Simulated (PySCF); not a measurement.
C9H8O, SMILES C#Cc1cccc(OC)c1 (GFN2-xTB optimised geometry):

```
18

C     -3.009    -2.350     0.000
C     -2.426    -1.301     0.000
C     -1.732    -0.066     0.000
C     -2.438     1.133     0.000
C     -1.742     2.329     0.001
C     -0.362     2.339     0.001
C      0.352     1.138     0.000
O      1.709     1.258    -0.001
C      2.488     0.087    -0.011
C     -0.337    -0.066     0.000
H     -3.524    -3.265     0.000
H     -3.518     1.119    -0.001
H     -2.282     3.265     0.001
H      0.192     3.263     0.002
H      3.524     0.422    -0.017
H      2.310    -0.523     0.881
H      2.298    -0.515    -0.906
H      0.179    -1.014     0.000
```

Calculation: B3LYP/def2-SVP (PySCF 2.14.0).

Task: What are the frontier orbital energies and the dipole moment?

Result: HOMO-2 -7.69 eV, HOMO-1 -6.79 eV, HOMO -6.19 eV, LUMO -0.98 eV, LUMO+1 -0.02 eV; dipole moment 1.14 D.

Meta-Löwdin charges at B3LYP/def2-SVP: C1 -0.20, C2 -0.03, C3 0.01, C4 -0.11, C5 -0.09, C6 -0.13, C7 0.21, O8 -0.34, C9 -0.07, C10 -0.16, H11 0.15, H12 0.11, H13 0.11, H14 0.11, H15 0.12, H16 0.09, H17 0.09, H18 0.11.
